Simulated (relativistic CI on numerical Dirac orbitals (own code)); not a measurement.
**Crystal-field levels of Pt+, 5d9**

Calculated by Dirac-Coulomb-Breit CI, orbitals from a KLI potential per configuration, model QED, valence Slater integrals scaled by 0.85, one configuration in a parametric crystal field (own radial code).

Field parameters in Wybourne normalisation: D3d B²₀ = −7Dσ, B⁴₀ = −14Dq − 21Dτ, B⁴₃ = −14√(10/7) Dq. The field is a parameter set, without covalency.

S and J are read from ⟨S²⟩ = S(S + 1) and ⟨J²⟩ = J(J + 1) of each level; they are not fictitious spins.

D3d, 10Dq = 11300, Dσ = -1200, Dτ = -60 cm⁻¹, the lowest 5 levels:

```
E (cm⁻¹)  Degeneracy  Irrep     S     J
     0.0           2  Γ5+Γ6  0.50  2.39
     527           2     Γ4  0.50  2.39
    9243           2     Γ4  0.50  2.42
   15094           2     Γ4  0.50  1.76
   18270           2  Γ5+Γ6  0.50  1.65
```

Principal g values of the ground doublet: 0.00, 0.00, 3.31.

D3d, 10Dq = 11300, Dσ = -980, Dτ = -60 cm⁻¹, the lowest 5 levels:

```
E (cm⁻¹)  Degeneracy  Irrep     S     J
     0.0           2  Γ5+Γ6  0.50  2.39
     449           2     Γ4  0.50  2.39
    9129           2     Γ4  0.50  2.45
   15154           2     Γ4  0.50  1.73
   17815           2  Γ5+Γ6  0.50  1.65
```

Principal g values of the ground doublet: 0.00, 0.00, 3.27.

D3d, 10Dq = 11300, Dσ = -760, Dτ = -60 cm⁻¹, the lowest 5 levels:

```tsv
E (cm⁻¹)	Degeneracy	Irrep	S	J
0.0	2	Γ5+Γ6	0.50	2.39
353	2	Γ4	0.50	2.39
9015	2	Γ4	0.50	2.47
15251	2	Γ4	0.50	1.70
17374	2	Γ5+Γ6	0.50	1.65
```

Principal g values of the ground doublet: 0.00, 0.00, 3.22.

The free-ion ground term has S = 1/2. Every field shown keeps that spin.

Levels of this model without a field, named by their leading LS term: ²D5/2 0, ²D3/2 9483 cm⁻¹.
